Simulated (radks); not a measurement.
Question: Isoelectronic series with 6 electrons, each ion in its NIST ground configuration. Method: scalar-relativistic Kohn-Sham, LDA (Slater exchange, Perdew-Wang correlation), spin-polarised, spherical densities, point nucleus; open shells are filled with parallel spins first; computed with a radial shooting solver on a logarithmic mesh with Libxc functionals. Total energies (hartree) and orbital eigenvalues (eV):

| ion | configuration | E (hartree) | 2p up | 2s down | 2s up |
|---|---|---|---|---|---|
| C | [He] 2s2 2p2 | -37.48447 | -6.1794 | -11.8588 | -14.4589 |
| F3+ | [He] 2s2 2p2 | -94.92815 | -75.1118 | -87.4744 | -92.8382 |
| Mg6+ | [He] 2s2 2p2 | -179.54403 | -206.2691 | -225.5666 | -233.6076 |
| P9+ | [He] 2s2 2p2 | -291.43362 | -399.0700 | -425.6795 | -436.3955 |
| Ar12+ | [He] 2s2 2p2 | -430.75688 | -653.5458 | -688.1022 | -701.5049 |
| Sc15+ | [He] 2s2 2p2 | -597.71755 | -969.8702 | -1013.335 | -1029.441 |
| Cr18+ | [He] 2s2 2p2 | -792.56229 | -1348.295 | -1402.026 | -1420.856 |
| Zn24+ | [He] 2s2 2p2 | -1267.11376 | -2292.752 | -2373.071 | -2397.417 |
| As27+ | [He] 2s2 2p2 | -1547.54346 | -2859.576 | -2957.422 | -2984.566 |
| Kr30+ | [He] 2s2 2p2 | -1857.30872 | -3490.082 | -3609.241 | -3639.214 |

Estimate the row of Co21+ ([He] 2s2 2p2).

Answer: E (hartree) -1015.58199; 2p up -1789.132; 2s down -1854.963; 2s up -1876.538.
